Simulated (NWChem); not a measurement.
BH2SF; SMILES FBS

```xyz
5

B     -0.5213    -0.5939     0.0000
F      0.3068    -1.6389     0.0000
H     -1.7212    -0.7865     0.0000
S      0.2045     1.0605     0.0000
H     -0.9954     1.7027     0.0000
```
Atoms are numbered in this order, from 1.

Program: NWChem. The geometry was optimised at PBE-D3(BJ)/def2-SVP. B3LYP is NWChem's, with the RPA form of VWN correlation. Core excitations by TDA in a window of 1s orbitals, non-relativistic and unshifted: absolute energies depend strongly on the exact-exchange share.

Task: What does the run give for F K edge, B3LYP/def2-TZVP? Quantities: first 1s excitation (eV); dipole oscillator strength of the first; first state with f > 0.002 (eV); dipole oscillator strength of that state.

Result: 
```yaml
first 1s excitation (eV): 669.3
dipole_oscillator_strength_of_the_first: 0.0129
first state with f > 0.002 (eV): 669.3
dipole_oscillator_strength_of_that_state: 0.0129
```
